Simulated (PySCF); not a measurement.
BrH₂SbTe₂, SMILES [Br][Sb]([TeH])[TeH].

The structure is a stationary point at PBE0-D3(BJ)/def2-SVP. The structure was generated by enumeration; whether it is a known compound was not checked. The def2 effective core potentials stand for the cores of Sb, Te; spin–orbit coupling is left out.

Two levels are set side by side: TDDFT-PBE/def2-SVPD (PySCF) and TDDFT-B3LYP/def2-SVPD (PySCF). Vertical, same geometry. The lowest singlet is HOMO→LUMO 73 %, HOMO−1→LUMO 13 %, HOMO→LUMO+1 12 % with PBE and HOMO→LUMO 83 % with the other functional; states are paired by order. Differences are taken from unrounded values.

```tsv
quantity	TDDFT-B3LYP
lowest singlet excitation (eV)	3.13
lowest triplet excitation (TDA) (eV)	2.75
```

**Question.** What does TDDFT-PBE give, and how far is it from TDDFT-B3LYP? (The exact figures need the calculation; the answer reports its results.)

**Answer.** 
```json
[
 {"quantity": "lowest singlet excitation (eV)", "TDDFT-PBE": "2.91", "TDDFT-PBE minus TDDFT-B3LYP": "-0.22"},
 {"quantity": "lowest triplet excitation (TDA) (eV)", "TDDFT-PBE": "2.61", "TDDFT-PBE minus TDDFT-B3LYP": "-0.14"}
]
```

A lower first singlet is the usual sign of a functional without exact exchange. Differences between two approximate levels are no errors against the true value.

Rough cost on one machine, each run with all the roots and properties that it gave: TDDFT-B3LYP against TDDFT-PBE about 4 times.
